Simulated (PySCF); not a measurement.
**Excitation energy of Ni²⁺ by level of theory**

Ni²⁺ [Ar] 3d8 (3F) → Ni²⁺ [Ar] 3d7 4p1 (high-spin determinant), as a difference of total energies. Calculation: PySCF 2.14, in x2c-TZVPPall; scalar relativity by spin-free X2C-1e. Correlated levels: valence: [Ar] frozen; valence and next inner shell: [Ne] frozen. The calculations carry no spin-orbit coupling.

```json
{"method": "UHF", "excitation energy (eV)": "11.904"}
{"method": "LDA", "excitation energy (eV)": "13.896"}
{"method": "PBE", "excitation energy (eV)": "13.576"}
{"method": "PBE0", "excitation energy (eV)": "13.401"}
{"method": "r2SCAN", "excitation energy (eV)": "13.461"}
{"method": "B2PLYP", "excitation energy (eV)": "13.493"}
{"method": "BP86", "excitation energy (eV)": "13.641"}
{"method": "HSE06", "excitation energy (eV)": "13.366"}
{"method": "MP2 (valence)", "excitation energy (eV)": "13.691"}
{"method": "SCS-MP2 (valence)", "excitation energy (eV)": "13.780"}
{"method": "MP2 (valence and next inner shell)", "excitation energy (eV)": "14.105"}
{"method": "SCS-MP2 (valence and next inner shell)", "excitation energy (eV)": "14.017"}
```

Task: How much does correlation contribute at MP2 (valence and next inner shell)?

Result: 14.105 − (11.904) = 2.201 eV, measured against UHF.

A first-order spin-orbit estimate (lowest level to lowest level, LS coupling) adds 0.032 eV.

The basis was made for the ground configuration and has no added diffuse functions, so the excitation energy can come out too high.

The determinant of the upper state mixes LS terms, which raises its energy above the lowest term, most at the Hartree-Fock and MP2 levels.
